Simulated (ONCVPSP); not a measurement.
# Varying the ONCV potential for V (Z = 23)

Base potential:

V, optimised norm-conserving Vanderbilt (ONCV), made with ONCVPSP 4.0.1 (PBE, scalar-relativistic). Core [Ne], reference 3s2 3p6 3d3 4s2. Waves: 3s+4s: rc 1.75 bohr, ncon 4, nbas 7, qcut 6.4 1/bohr, 2 projectors; 3p: rc 1.65 bohr, ncon 4, nbas 7, qcut 6.7 1/bohr, 2 projectors, debl 3.2 Ha; 3d: rc 1.15 bohr, ncon 3, nbas 8, qcut 7.5 1/bohr, 2 projectors, debl 3.5 Ha; f scattering state at 0.09 Ha: rc 1.90 bohr, ncon 4, nbas 7, qcut 5.5 1/bohr, 2 projectors, debl 0.9 Ha. Local part: polynomial inside 1.00 bohr (lpopt 4, dvloc0 2 Ha). Core correction: none.

Cutoffs, loose and tight: the cutoffs (Ha) at which the residual kinetic energy of the hardest occupied pseudo-wave falls to 1 and 0.1 mHa per electron. They do not see the model core or the augmentation charge, which bear on the density cutoff. Test errors are all-electron minus pseudo excitation energies from the reference, over the configurations 3s2 3p6 3d3 4s1; 3s2 3p6 3d3 4s0; 3s2 3p6 3d2 4s0; 3s2 3p6 3d2 4s2 4p1. A dash means not determined; rows that change the core or the reference have their own tests.

```tsv
change	outcome	cutoff, loose	cutoff, tight	bound ghosts	GHOST(+) flags above zero	largest test error (meV)
base	generated	–	–	none	none	-17
d: qcut 4.7	generated	–	–	none	none	-47
d: qcut 7	generated	–	–	none	none	-23
d: qcut 9.9	generated	46 Ha	137 Ha	none	none	+10.0
d: qcut 10.8	generated	50 Ha	58 Ha	none	none	+11
```

**Question.** What comes out with this change to the base: d: qcut 9?

**Answer.** outcome: generated; cutoff, loose: 60 Ha; cutoff, tight: 208 Ha; bound ghosts: none; GHOST(+) flags above zero: none; largest test error (meV): +8.3.

**Question.** What comes out with this change to the base: d: qcut 7.9?

**Answer.** outcome: generated; cutoff, loose: 182 Ha; cutoff, tight: 318 Ha; bound ghosts: none; GHOST(+) flags above zero: none; largest test error (meV): -14.

**Question.** What comes out with this change to the base: d: qcut 5.9?

**Answer.** outcome: generated; bound ghosts: none; GHOST(+) flags above zero: none; largest test error (meV): -36.

Reading the sweep of the qcut of the d channel (base included, trends over the rows without a ghost): The loose cutoff is not monotonic: lowest 46 Ha at 9.9 1/bohr, highest 182 Ha at 7.9 1/bohr. The median size of the test errors (rows with all tests solved) is not monotonic: lowest 1.7 meV at 10.8 1/bohr, highest 11.3 meV at 4.7 1/bohr.
